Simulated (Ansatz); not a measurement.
Ansatz (a program for electronic structure) input (SVWN5/def2-TZVP):

Ansatz 0.2 input:
```yaml
crystal:
  periodic: [false, false, false]
  atoms:
    - {symbol: Zn, position_ang: [-0.36375970, -0.14153092, -0.00014761]}
    - {symbol: C, position_ang: [-0.38948670, -0.06407731, 1.97017739]}
    - {symbol: C, position_ang: [0.94752821, 0.31071179, 2.62619422]}
    - {symbol: H, position_ang: [-0.72662225, -1.03802582, 2.33914126]}
    - {symbol: H, position_ang: [-1.16453492, 0.64958031, 2.26737052]}
    - {symbol: H, position_ang: [0.87313812, 0.33736159, 3.71812988]}
    - {symbol: H, position_ang: [1.73671021, -0.40277017, 2.37719964]}
    - {symbol: H, position_ang: [1.29575339, 1.29551349, 2.30565997]}
    - {symbol: C, position_ang: [-0.32898606, -0.21546470, -1.97046895]}
    - {symbol: C, position_ang: [0.91021344, 0.41209477, -2.62544034]}
    - {symbol: H, position_ang: [-1.23544803, 0.27462728, -2.33993747]}
    - {symbol: H, position_ang: [-0.41769830, -1.26519257, -2.26801260]}
    - {symbol: H, position_ang: [0.87416557, 0.34247598, -3.71742082]}
    - {symbol: H, position_ang: [1.00949556, 1.47125864, -2.37608523]}
    - {symbol: H, position_ang: [1.83221814, -0.07848833, -2.30439064]}
basis:
  gaussian:
    orbitals: def2-TZVP
hamiltonian:
  xc: {name: SVWN5}
relax: {f_tol: 0.003, max_steps: 100}
```

End of the output:

```
mean field -52612.72046936 eV, -1933.4818150663 hartree, gradient 1.7e-5 eV, S^2 0.000000; 0 other end points of the search recorded, 0 dependent functions left out
the calculation of the forces begins
reference -52612.72051979 eV, -1933.4818169194 hartree; 32, 32 occupied and 200, 200 virtual orbitals, 1620 factors
relax step   5: F+E_penalty+E_count = -52612.72046936 eV  Δ(F+E_penalty+E_count) = -1.404e-5 eV  max|allowed force component| = 4.464e-4 eV/Å  Δτ_max = 0.0023 Å  (34 SCF iters, accepted)
integrals: 0.19 GiB planned
1620 factors; their error is unknown
0.13 GiB of the device are held for the grids
1.26 GiB of device memory are held for the factors and their scratch space
mean field: 1.07 GiB planned
mean field evaluation 64: about -52612.6718 eV, gradient 8.4e0 eV
mean field -52612.72046936 eV, -1933.4818150663 hartree, gradient 1.7e-5 eV, S^2 0.000000; 1 other end points of the search recorded, 0 dependent functions left out
the calculation of the forces begins
reference -52612.72051979 eV, -1933.4818169194 hartree; 32, 32 occupied and 200, 200 virtual orbitals, 1620 factors
Total energy: -52612.72051979 eV, -1933.4818169194 hartree
Atom 0 at    -0.349879    -0.136130    -0.000142 Å, force     0.000094     0.000036     0.000000 eV/Å
Atom 1 at    -0.379084    -0.059615     1.918819 Å, force     0.000244     0.000384     0.000117 eV/Å
Atom 2 at     0.939769     0.306161     2.575343 Å, force     0.000106    -0.000133     0.000446 eV/Å
Atom 3 at    -0.731986    -1.041885     2.283106 Å, force    -0.000261     0.000043    -0.000023 eV/Å
Atom 4 at    -1.167357     0.658636     2.209867 Å, force    -0.000027     0.000108    -0.000071 eV/Å
Atom 5 at     0.864114     0.333192     3.677372 Å, force    -0.000043    -0.000110    -0.000351 eV/Å
Atom 6 at     1.739892    -0.411943     2.330918 Å, force    -0.000080    -0.000004     0.000204 eV/Å
Atom 7 at     1.301349     1.298454     2.258798 Å, force     0.000002    -0.000276     0.000117 eV/Å
Atom 8 at    -0.318339    -0.211737    -1.919102 Å, force     0.000440    -0.000118    -0.000117 eV/Å
Atom 9 at     0.901383     0.410191    -2.574596 Å, force    -0.000011     0.000170    -0.000446 eV/Å
Atom 10 at    -1.242049     0.273831    -2.283907 Å, force    -0.000164    -0.000208     0.000023 eV/Å
Atom 11 at    -0.413699    -1.273791    -2.210508 Å, force     0.000053    -0.000098     0.000071 eV/Å
Atom 12 at     0.864668     0.339439    -3.676670 Å, force    -0.000106     0.000052     0.000351 eV/Å
Atom 13 at     1.005609     1.480157    -2.329804 Å, force    -0.000061    -0.000052    -0.000204 eV/Å
Atom 14 at     1.838296    -0.076887    -2.257524 Å, force    -0.000185     0.000205    -0.000117 eV/Å
Dipole moment:    -0.034013    -0.013234    -0.000014 e Å
```
